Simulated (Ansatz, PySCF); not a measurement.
Constitutional and geometric isomers with formula C3H7B. All species are isolated molecules in the gas phase. One relaxed conformer stands for each flexible species; it need not be the lowest. Strings in code marks are SMILES.

Quantity: electronic energy of isomers of C3H7B relative to `B/C=C/C`, in kcal/mol. The restricted reference of `BC(=C)C` and `B/C=C\C` is unstable towards unrestricted orbitals.

Level 1: frozen-core MP2/cc-pVTZ // PBE-D3(BJ)/def2-TZVP (Ansatz, an electronic-structure program)
Level 2: B3LYP/6-31G* // PBE-D3(BJ)/def2-TZVP (PySCF)
Level 3: frozen-core MP2/6-31G* // PBE-D3(BJ)/def2-TZVP (PySCF)
Level 4: HF/6-31G* // PBE-D3(BJ)/def2-TZVP (PySCF)

| species | level 2 | level 3 | level 4 |
|---|---|---|---|
| `[H]/B=C/CC` | 25.1 | 24.7 | 27.5 |
| `B=C(C)C` | 23.9 | 23.7 | 27.4 |
| `B/C=C\C` | 2.24 | 2.42 | 2.69 |
| `BC(=C)C` | 3.45 | 2.89 | 3.52 |
| `C[C@@H]1BC1` | 20.0 | 17.6 | 21.8 |

What does level 1 give for each, and how far do the other levels lie from it on average?


- `[H]/B=C/CC`: 22.3
- `B=C(C)C`: 22.0
- `B/C=C\C`: 2.25
- `BC(=C)C`: 2.68
- `C[C@@H]1BC1`: 16.1
Mean absolute difference from level 1, which has limits of its own, over these rows (drawn at random from the members that have all these levels): level 2 1.87 kcal/mol, level 3 1.18 kcal/mol, level 4 3.50 kcal/mol.
